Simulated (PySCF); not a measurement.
NMR data simulated for an unnamed compound:

1H NMR (600 MHz, computed): δ 6.18 (t, 1H), 5.33 (m, 2H), 5.17 (m, 2H).

13C{1H} NMR (computed): δ 179.8 (C), 150.9 (C), 121.3 (CH), 72.7 (CH2).

PySCF 2.14.0 with density-fitted response routines calculation with GIAO PBE0/pcSseg-1 shieldings and structure optimised with GFN2-xTB; non-relativistic, gas phase, single conformer, equivalent nuclei averaged.

Referencing at the same level of theory: 1H (31.72 ppm), 13C (186.93 ppm) vs TMS.

Question: Which of these does the molecule contain: a non-aromatic C=C double bond, an amide, an ester, a benzene ring, a Si–H bond, a C≡C triple bond?

Answer: 
- A non-aromatic C=C double bond: yes.
- An amide: no.
- An ester: yes (δC 179.8).
- A benzene ring: no.
- A Si–H bond: yes (δH 5.33 (m)).
- A C≡C triple bond: no.

The data belong to SMILES C1(O[SiH2]F)=CCOC1=O, C4H5FO3Si; they needn't prove each group on their own.

Carbon signals by region: 1 in the far downfield region (above 160 ppm), 2 in the sp2 and nitrile region (100–160 ppm), 1 at 50–100 ppm. Above 160 ppm: 179.8, ester carbonyl carbon.

Splittings by 19F in the carbon and heteronuclear signals aren't shown, as no couplings were computed. Shifts are as computed. Against solution values, carbons near 30 ppm lie about +3 ppm off and those near 130 ppm about +5 ppm. Of 1211 compounds with measured shifts, 218 miss one by over three times the rms of a fit or turn the order of signals round; such compounds aren't used in these exercises. No couplings were computed; multiplicities are counted from neighbouring protons, with m where these are inequivalent, close in shift, in a saturated or five-membered ring or joined by F or P, and br s for small geminal =CH2 splittings.
